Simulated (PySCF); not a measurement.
Species: C₇H₅NS.
Atom-mapped SMILES: `[N:1]#[C:2]/[CH:3]=[CH:4]/[c:5]1[cH:6][cH:7][cH:8][s:9]1` (hydrogens: H10 on C3; H11 on C4; H12 on C6; H13 on C7; H14 on C8)

Structure used (GFN2-xTB), in Å, numbered top down from 1:
```
atom  x, y, z in Å
N1    -4.5126    0.8042   -0.4930
C2    -3.4194    0.6339   -0.1853
C3    -2.0887    0.4289    0.2038
C4    -1.1255    0.1238   -0.6859
C5     0.2486   -0.0971   -0.3629
C6     0.8910   -0.0572    0.8527
C7     2.2643   -0.3332    0.7596
C8     2.6658   -0.5818   -0.5181
S9     1.3740   -0.4841   -1.6361
H10   -1.8863    0.5316    1.2609
H11   -1.3871    0.0340   -1.7328
H12    0.3941    0.1622    1.7804
H13    2.9303   -0.3478    1.6036
H14    3.6508   -0.8179   -0.8690
```

The calculation used PySCF 2.14.0, density-fitted response routines, TDDFT PBE0/def2-SVPD, vertical, gas phase, core orbitals frozen in the response.

Transition dipole moments from the ground state, in atomic units and in the frame of the coordinates above (overall signs are arbitrary), for the states with f of 0.002 or more among the lowest 6:

```csv
state,E (hartree),μx,μy,μz
S1,0.1536,2.417,-0.479,-0.104
S2,0.1772,0.111,-0.095,-0.549
S4,0.2085,0.188,-0.074,-0.285
S6,0.2266,-0.508,0.084,-0.106
```

Q: Work out the oscillator strengths.

A: f = (2/3) ΔE |μ|² with ΔE in hartree (27.2114 eV).

| state | \|μ\|² (au) | \|μ\| (D) | f |
| --- | --- | --- | --- |
| S1 | 6.081 | 6.27 | 0.623 |
| S2 | 0.323 | 1.44 | 0.038 |
| S4 | 0.122 | 0.89 | 0.017 |
| S6 | 0.276 | 1.34 | 0.042 |

Q: Label these states by symmetry in Cs.

A: Polarised in the mirror plane, so A′: S1, S2, S4 and S6.

Q: Which bond between heavy atoms lies closest to the direction of the S1 transition dipole?

A: C6–C7, at 1° from it; next C4–C5 at 16°.

Q: What angle do the transition dipoles of S1 and S4 make?

A: |cos θ| = |μa·μb| / (|μa| |μb|) = 0.60, so θ ≈ 53° (taken between 0 and 90°, since the signs are arbitrary).

Q: What peak molar absorption coefficient would the strongest computed level give as a lone Gaussian band 0.3 eV wide at half height?

A: ε(max) = 2.175×10⁸ f / FWHM, with the width in cm⁻¹. S1: 2.175×10⁸ × 0.6227 / 2420 ≈ 56000 L mol⁻¹ cm⁻¹.

One conformer stands for the species.
